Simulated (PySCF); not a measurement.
CH2NO, SMILES N=C=[OH+], charge +1.

Geometry: B3LYP-D3(BJ)/def2-TZVP. The isomer is the one that the SMILES or the coordinates give; other isomers of the formula were not compared.

Calculation: SMD-PBE0/def2-SVP (PySCF).

Solvation free energies are E(SMD) − E(gas) at the gas-phase geometry, for 1 M in both phases.

```json
[
 {"solvent": "water", "ΔG(solv) (kcal/mol)": "-72.6", "its non-electrostatic (CDS) part": "5.8"},
 {"solvent": "n-hexane", "ΔG(solv) (kcal/mol)": "-31.7", "its non-electrostatic (CDS) part": "0.7"},
 {"solvent": "ethanol", "ΔG(solv) (kcal/mol)": "?", "its non-electrostatic (CDS) part": "?"}
]
```

Problem. Complete the blanks. (The exact figures need the calculation; the answer reports its results.)

Solution. 
- ethanol, ΔG(solv) (kcal/mol): -72.0
- ethanol, its non-electrostatic (CDS) part: 3.6
